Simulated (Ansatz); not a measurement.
LiBe+, closed-shell singlet (lowest of 2S+1 = 1, 3 at CCSD(T)/def2-TZVPP on PBE0 minima; our sources give no spin for the ground state, which may be another), most abundant isotopes (7.0160 and 9.0122 u). Constants from fifth-degree fits in 1/R to seven points on the lowest solution found; no spin–orbit coupling, no relativity up to Kr; ω_e x_e and α_e move by some per cent with the fit.

Correlated levels freeze the cores. CBS: X⁻³ extrapolation of the correlation energy, Hartree–Fock from the larger set.

Programs: Ansatz (a program for electronic structure) with Gaussian orbitals. Values without a source in brackets are computed.

```tsv
level	r_e (Å)	ω_e (cm⁻¹)	ω_e x_e (cm⁻¹)	α_e (cm⁻¹)
PBE/def2-TZVPP	2.6039	322.1	4.66	0.0132
CCSD(T)/CBS(aug-cc-pVQZ, aug-cc-pV5Z)	2.6262	316.2	4.92	0.0133
```

Derive the rotational constants, the centrifugal constant, the fundamental, the zero-point energy and the force constant.


μ = 3.94489 u.
- PBE/def2-TZVPP: B_e = 16.8576/(μ r_e²) = 0.63024 cm⁻¹; B₀ = B_e − α_e/2 = 0.62362 cm⁻¹; D = 4B_e³/ω_e² = 9.65e-06 cm⁻¹; fundamental ω_e − 2ω_e x_e = 313 cm⁻¹; zero-point energy ω_e/2 − ω_e x_e/4 = 160 cm⁻¹; k = μ(2πcω_e)² = 24.1 N/m; the line J = 1 ← 0 at 2B₀ = 37.39 GHz
- CCSD(T)/CBS(aug-cc-pVQZ, aug-cc-pV5Z): B_e = 16.8576/(μ r_e²) = 0.61961 cm⁻¹; B₀ = B_e − α_e/2 = 0.61297 cm⁻¹; D = 4B_e³/ω_e² = 9.52e-06 cm⁻¹; fundamental ω_e − 2ω_e x_e = 306 cm⁻¹; zero-point energy ω_e/2 − ω_e x_e/4 = 157 cm⁻¹; k = μ(2πcω_e)² = 23.2 N/m; the line J = 1 ← 0 at 2B₀ = 36.75 GHz

Doubts at one or more of the structures used: a restricted determinant that unrestricted orbitals would lower (CCSD(T)/CBS(aug-cc-pVQZ, aug-cc-pV5Z)).
